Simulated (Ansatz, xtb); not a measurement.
**Two conformers of C3H9B**

Structure X: `CBCC`, a singlet. Structure Y: `CBCC`, a singlet. Both are isolated molecules in the gas phase, relaxed with PBE0-D3(BJ)/def2-SVP.

X (Å):

```xyz
13

C    -0.9510   -1.8742   -1.0425
C    -1.9477    0.1219    0.6106
C    -1.2885    1.2071   -0.2294
B    -1.7771   -1.3773    0.1869
H    -1.3726   -2.7726   -1.5190
H     0.0200   -2.2020   -0.6171
H    -0.7254   -1.1138   -1.8043
H    -2.2958   -2.2121    0.9057
H    -3.0427    0.2854    0.6841
H    -1.6299    0.1874    1.6705
H    -1.6521    1.1901   -1.2692
H    -0.1953    1.0772   -0.2714
H    -1.4813    2.2166    0.1659
```

Y (Å):

```xyz
13

C    -0.7241   -2.0379   -2.1257
C    -0.4515   -0.3025   -0.0155
C    -1.0334    0.9312    0.6620
B    -0.8927   -0.6235   -1.4811
H    -0.1076   -2.7462   -1.5517
H    -0.3743   -1.9974   -3.1694
H    -1.7464   -2.4630   -2.1829
H    -1.3708    0.2666   -2.1619
H    -0.5298   -1.1992    0.6257
H     0.6485   -0.1797   -0.1480
H    -0.9030    1.8285    0.0371
H    -2.1152    0.8172    0.8353
H    -0.5674    1.1345    1.6390
```

Which of the two would you expect CCSD(T)/def2-SVP + ΔMP2/def2-TZVPP electronic energies to favour?

Too close to call at this level: CCSD(T)/def2-SVP + ΔMP2/def2-TZVPP gives E(Y) − E(X) = +0.50 kJ/mol.

How the difference moves with the method:

```tsv
level	geometry	E(Y) − E(X) (kJ/mol)	departure from the last row (kJ/mol)	job, with rough time for the two
PBE0-D3(BJ)/def2-SVP	PBE0-D3(BJ)/def2-SVP	+0.83	+0.33	optimisation, 66 s
HF/def2-SVP	PBE0-D3(BJ)/def2-SVP	−1.31	−1.81	part of the CCSD(T) run
MP2/def2-SVP	PBE0-D3(BJ)/def2-SVP	+0.13	−0.37	part of the CCSD(T) run
CCSD(T)/def2-SVP	PBE0-D3(BJ)/def2-SVP	−0.03	−0.53	single point
CCSD(T)/def2-SVP + ΔMP2/def2-TZVPP	PBE0-D3(BJ)/def2-SVP	+0.50		single point, 20 s
```

The largest departure from CCSD(T)/def2-SVP + ΔMP2/def2-TZVPP is that of HF/def2-SVP, 1.81 kJ/mol. Levels run at GFN2-xTB geometries aren't shown. The last row adds to CCSD(T) the change of the MP2 difference between the two basis sets, here +0.53 kJ/mol.

With harmonic frequencies from PBE0-D3(BJ)/def2-SVP (ideal gas, rigid rotor, one conformer each, 298.15 K, 1 atm): on the last row, ΔE + ΔZPE = +0.18, ΔH = +0.30, ΔG = +0.61 kJ/mol.

The correlated steps freeze 4 core orbitals. Programs: Ansatz 0.2.0; the last row on 2 threads of Arm Neoverse V1 on a shared host.
